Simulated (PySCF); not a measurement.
# Reading the logs of faulty runs: F2HNSi

All numbers below are calculated, not measured. They come from PySCF 2.14.0, an open-source quantum chemistry program, on an isolated molecule that a program drew, which may never have been made. The molecule is F2HNSi (charge 0, singlet), drawn as the SMILES string `N=[Si](F)F`.

Each row is a Hartree-Fock (HF) and frozen-core CCSD(T) single point in the cc-pV(D+d)Z basis, meant for a local HF minimum. Run 1 is clean. Each other run has one planted mistake out of seven kinds, and not every kind appears here: one electron removed, one electron added, multiplicity raised by two, geometry at a saddle point, minimal basis STO-3G, one bond length entered in bohr, all coordinates scaled. The reference is restricted for singlets and unrestricted otherwise, and also for a bond in bohr. Adding or removing an electron swaps singlet and doublet. Electrons count all cores. HOMO and LUMO are orbital energies over both spins, the gradient is its largest component, and the lowest frequency (negative if imaginary) is given only where the gradient is small. Bond lengths are over the 4 bonds as drawn. T1 is the CCSD diagnostic: over 0.02 (restricted) or 0.045 (unrestricted) a single reference is doubtful.

Geometry of the clean run:
```xyz
5
F2HNSi, angstrom
N    -0.5425    1.0009    0.5598
Si   -1.2960    0.0893    1.5470
F    -0.8676   -0.0799    3.0547
F    -2.5644   -0.8460    1.4057
H    -0.7453    1.1643   -0.4052
```

| run | electrons | basis functions | <S^2> | HOMO (eV) | LUMO (eV) | gradient (hartree/bohr) | lowest frequency (cm^-1) | mean bond (Å) | longest bond (Å) | T1 | HF (hartree) | CCSD(T) (hartree) | mistake |
|---|---|---|---|---|---|---|---|---|---|---|---|---|---|
| 1 | 40 | 70 | 0.000 | -11.19 | 2.61 | 4.0e-05 | 330 | 1.4247 | 1.582 | 0.0149 | -542.92969 | -543.58426 | no fault |
| 2 | 40 | 70 | 0.000 | -11.59 | 3.60 | 1.9e-01 | - | 1.2851 | 1.427 | 0.0115 | -542.83571 | -543.46648 | all coordinates scaled |
| 3 | 39 | 70 | 0.755 | -20.91 | -8.09 | 1.2e-01 | - | 1.4247 | 1.582 | 0.0163 | -542.58909 | -543.19985 | one electron removed |
| 4 | 40 | 70 | 2.009 | -6.15 | -0.33 | 2.0e-01 | - | 1.4247 | 1.582 | 0.0614 | -542.78603 | -543.40490 | ? |

**Which mistake was planted in run 4, and what did it cost?**

Electrons, basis and geometry are unchanged, and <S^2> is 2.009, beside S(S+1) = 2.00 for a multiplicity of 3. So the mistake is: multiplicity raised by two. Subtracting run 1 and multiplying by 627.51 kcal/mol a hartree, the energy moved by 90.1 kcal/mol in HF and 112.6 kcal/mol in CCSD(T).

Cautions from the logs. Run 4: T1 is over the limit, so its CCSD(T) energy is less reliable.
